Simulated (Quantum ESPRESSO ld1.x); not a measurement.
Values are calculated unless marked as measured or tabulated.
Question: The lutetium ion Lu3+, 68 electrons, occupied as [Xe] 4f12 5d1 6s1 (not the ground configuration). Code: ld1.x of Quantum ESPRESSO 7.5. Model: scalar-relativistic Kohn-Sham, LDA (Slater exchange, VWN5 correlation), spin-polarised, spherical densities, point nucleus; open shells are filled with parallel spins first. Some entries of the table are withheld. Estimate them.

| orbital | occ. | eigenvalue (eV) | <1/r> (bohr^-1) |
|---|---|---|---|
| 1s up | 1 | -63238.632 | 82.17 |
| 1s down | 1 | -63238.608 | 82.17 |
| 2s up | 1 | -10806.364 | 19.17 |
| 2s down | 1 | -10806.246 | 19.17 |
| 2p up | 3 | -9515.877 | 17.55 |
| 2p down | 3 | -9515.781 | 17.55 |
| 3s up | 1 | -2488.317 | 7.083 |
| 3s down | 1 | -2487.191 | 7.085 |
| 3p up | 3 | -2101.147 | 6.582 |
| 3p down | 3 | -2100.021 | 6.584 |
| 3d up | 5 | -1635.329 | 6.233 |
| 3d down | 5 | -1634.431 | 6.235 |
| 4s up | 1 | -534.769 | 3.010 |
| 4s down | 1 | -532.659 | 3.009 |
| 4p up | 3 | -407.237 | 2.746 |
| 4p down | 3 | -405.177 | 2.745 |
| 4d up | 5 | -240.862 | 2.439 |
| 4d down | 5 | -238.848 | 2.438 |
| 5s up | 1 | -100.942 | 1.183 |
| 5s down | 1 | -99.553 | 1.182 |
| 5p up | 3 | (1) | 1.005 |
| 5p down | 3 | (2) | 1.006 |
| 4f up | 7 | -56.939 | 1.930 |
| 4f down | 5 | -54.986 | 1.925 |
| 5d up | 1 | -32.312 | 0.7026 |
| 5d down | 0 | -30.796 | 0.7059 |
| 6s up | 1 | -28.980 | 0.4798 |
| 6s down | 0 | -27.329 | 0.4737 |

Answer: 
(1) 5p up eigenvalue (eV): -69.103
(2) 5p down eigenvalue (eV): -67.733
